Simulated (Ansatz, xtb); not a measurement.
# Two isomers of C3H4BNO

Structure X is `B[C@@H]1O[C@H]1C#N`, a singlet and structure Y is `B[C@@H]1O[C@@H]1C#N`, a singlet. Both are isolated molecules in the gas phase, relaxed with PBE-D3(BJ)/def2-SVP; the shapes shown needn't be the lowest conformers.

X (Å):

```yaml
atoms:
  - { symbol: C, position_ang: [-1.6557, -0.6823, 0.1307] }
  - { symbol: C, position_ang: [-0.5068, -0.4326, 1.0944] }
  - { symbol: C, position_ang: [0.4227, -1.5172, 1.3575] }
  - { symbol: B, position_ang: [-1.9555, 0.5317, -0.7822] }
  - { symbol: N, position_ang: [1.1890, -2.3739, 1.5861] }
  - { symbol: O, position_ang: [-1.8226, -0.5545, 1.5643] }
  - { symbol: H, position_ang: [-2.1702, 1.6140, -0.2749] }
  - { symbol: H, position_ang: [-1.9016, 0.4051, -1.9888] }
  - { symbol: H, position_ang: [-1.7212, -1.7296, -0.2218] }
  - { symbol: H, position_ang: [-0.0552, 0.5775, 1.1605] }
```

Y (Å):

```xyz
10

C    -1.0695   -0.4994   -0.5599
C    -0.3635   -1.2466    0.5528
C    -0.4914   -0.8722    1.9545
B    -1.9231    0.7415   -0.1769
N    -0.5448   -0.5994    3.0926
O    -1.4765   -1.8112   -0.0846
H    -1.6802    1.8117   -0.6974
H    -2.7944    0.6358    0.6590
H    -0.5113   -0.5427   -1.5163
H     0.6268   -1.6789    0.3028
```

Energies in hartree; the thermal terms are from PBE-D3(BJ)/def2-SVP harmonic frequencies (ideal gas, rigid rotor, one conformer each, 298.15 K, 1 atm) and include the zero-point energy:

|  | X | Y |
| --- | --- | --- |
| E, CCSD(T)/def2-SVP | −270.502224 | −270.500844 |
| E, MP2/def2-SVP | −270.436023 | −270.434524 |
| E, MP2/def2-TZVPP | −270.932389 | −270.931245 |
| zero-point energy | 0.064497 | 0.064314 |
| H(298 K) − E | 0.071704 | 0.071555 |
| G(298 K) − E | 0.034904 | 0.034696 |

Question: Correct the CCSD(T) difference for the basis set by the MP2 change, then work out ΔE, ΔE₀, ΔH and ΔG for X → Y in kJ/mol (1 Eh = 2625.50 kJ/mol) and the equilibrium ratio [Y]/[X].

Answer: 1. Differences Y − X: CCSD(T) +0.001380, MP2 in the small set +0.001499, MP2 in the large set +0.001144 Eh.
2. ΔE = +0.001380 + (+0.001144 − (+0.001499)) = +0.001025 Eh = +2.69 kJ/mol.
3. ΔE₀ = ΔE + ΔZPE = +0.001025 + (−0.000183) Eh = +2.21 kJ/mol.
4. ΔH = ΔE + (−0.000149) Eh = +2.30 kJ/mol.
5. ΔG = ΔE + (−0.000208) Eh = +2.15 kJ/mol, so ΔS = (ΔH − ΔG)/T = +0.5 J/(mol K).
6. kT = 0.9442 mEh, so K = [Y]/[X] = exp(−ΔG/kT) = exp(−0.87) ≈ 0.42.

The two are too close for this level to say which is favoured. An error of 4 kJ/mol in ΔG would change K by a factor of 5. Mirror images and further conformers aren't counted.

As drawn, both hold the same kinds of bond in the same numbers.

Other levels gave ΔE = +1.6 (GFN2-xTB); +1.5 (HF/STO-3G, GFN2-xTB geometries); +2.5 (r2SCAN-D4/def2-SVP, GFN2-xTB geometries); +3.9 (PBE-D3(BJ)/def2-SVP); +2.3 (HF/def2-SVP); +3.9 (MP2/def2-SVP); +3.6 (CCSD(T)/def2-SVP) kJ/mol. The correlated steps freeze 6 core orbitals. Programs: Ansatz 0.2.0, xtb 6.7.1.
